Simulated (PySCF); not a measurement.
Calculation: PBE0-D3(BJ)/def2-TZVP (PySCF). All species are isolated molecules in the gas phase. One relaxed conformer stands for a flexible species; it need not be the lowest. Excitations are Tamm–Dancoff values on a coarser integration grid. The basis has no diffuse functions, so Rydberg states are missing or too high.

Reference species (SMILES): `C=[SiH]SC` (C–Si–S–C torsion 0°) (neutral, multiplicity 1).

* **HOMO–LUMO gap**: 5.41 eV
* **brightest of the four lowest singlets (TDA)**: 5.27 eV
* **HOMO**: -6.12 eV
* **LUMO**: -0.71 eV

Changed species: `C=[SiH]C(=O)O` (C–Si–C–O torsion 180°, Si–C–O–H torsion 180°) (X = carboxy; the reference has X = methylthio).

Predict the effect on the HOMO–LUMO gap, brightest of the four lowest singlets (TDA), HOMO and LUMO.

the HOMO–LUMO gap drops by 0.55 eV, to 4.86 eV; the brightest of the four lowest singlets (TDA) falls by 0.35 eV, to 4.92 eV; the HOMO falls by 0.80 eV, to -6.92 eV; the LUMO decreases by 1.35 eV, to -2.06 eV.
